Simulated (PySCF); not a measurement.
## Dipole moment and polarisability of `CC(C)(C)[SiH2]Cl`

Species: C4H11ClSi.
Cartesian coordinates in Å at the PBE0-D3(BJ)/def2-SVP level; atoms count from 1:
```xyz
17
C4H11ClSi angstrom
C      1.8458    1.1868    2.3752
C      1.9893    0.3313    1.1146
C      0.9840    0.7783    0.0482
C      1.7869   -1.1480    1.4505
Si     3.7175    0.5778    0.3832
Cl     5.1464   -0.0476    1.7589
H      0.8406    1.0566    2.8126
H      2.5842    0.9037    3.1415
H      1.9774    2.2595    2.1601
H      1.1173    1.8373   -0.2278
H     -0.0469    0.6664    0.4271
H      1.0626    0.1752   -0.8710
H      0.7785   -1.3091    1.8698
H      2.5193   -1.4967    2.1950
H      1.8818   -1.7883    0.5587
H      3.9760    2.0173    0.0856
H      3.8976   -0.2333   -0.8566
```

Level: CAM-B3LYP/def2-SVPD (PySCF), static field, nuclei fixed, core orbitals frozen in the response. The polarisability tensor in these axes (au):

```
x   97.94 -1.50  2.33
y   -1.50 83.37 -1.83
z    2.33 -1.83 86.72
```

What are the eigenvalues, a third of the trace, and Δα (Δα² = ½Σ(αi − αj)² over the three pairs)?

Principal values 82.55, 86.85 and 98.63 au; mean 89.34 au = 13.24 Å³ = 14.73 × 10⁻⁴⁰ C²·m²/J; Δα = 14.42 au (16 % of the mean).

What is the dipole moment, and where does it point?

(-1.93, 0.34, -0.65) D, 2.07 D in size, pointing from the negative to the positive side. Measured along this direction, the outermost atoms are Cl6 at the negative end and H11 at the positive end.

What are the principal values of the traceless quadrupole moment, Θ = ½Σq(3rr − r²1), about the centre of nuclear charge?

-3.15, 1.16, 2.00 D·Å. The values depend on the origin, since the dipole doesn't vanish. The electronic extent ⟨r²⟩ about the same centre is 1049 bohr², a root-mean-square distance of 2.11 Å for the 66 electrons.

Refractivity n − 1 of an ideal gas of it at 500 K and 1 atm, from the electronic α?

N = p/kT = 1.4678 × 10¹⁹ cm⁻³, so n − 1 = 2π × N × 13.24 × 10⁻²⁴ cm³ = 1221 × 10⁻⁶ at long wavelengths, for an ideal gas.

Directions of the eigenvectors, and the extent of the frame along each?

Largest value along (0.97, -0.12, 0.21), where the nuclei span 5.40 Å; middle along (-0.24, -0.37, 0.90), 3.60 Å; least along (0.03, 0.92, 0.39), 4.35 Å. The strongest response lies along the longest span, while the other two are in reverse order.

What depolarisation ratio follows for Rayleigh scattering of linearly polarised light, taking the static tensor?

ρ = 3Δα²/(45ᾱ² + 4Δα²) = 623.4/(359188 + 831.3) = 0.00173.

Isolated species at its PBE0-D3(BJ)/def2-SVP geometry, gas phase.
